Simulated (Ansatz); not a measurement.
Input for Ansatz (a quantum-chemistry and plane-wave program): R-BLYP/def2-TZVPP on CH4Sn (SMILES [CH3][SnH]), a point of a torsion scan. Elements past Kr take the def2 small-core potentials; no spin–orbit coupling.

Ansatz 0.2 input:
```yaml
crystal:
  periodic: [false, false, false]
  atoms:
    - {symbol: C, position_ang: [-0.65127590, 0.01713556, 0.01784371]}
    - {symbol: Sn, position_ang: [1.38994752, 0.94674509, -0.22470588]}
    - {symbol: H, position_ang: [-0.78642058, -0.49359735, 0.96900370]}
    - {symbol: H, position_ang: [-1.42902064, 0.77902432, -0.06364667]}
    - {symbol: H, position_ang: [-0.83694017, -0.70722687, -0.77759120]}
    - {symbol: H, position_ang: [1.99168447, 0.40081830, 1.41083046]}
basis:
  gaussian:
    orbitals: def2-TZVPP
hamiltonian:
  xc: {name: BLYP}
scf: {lower_state_search: off}
```

### Question
What total energy does the run end on?

### Answer
-254.7203 hartree.
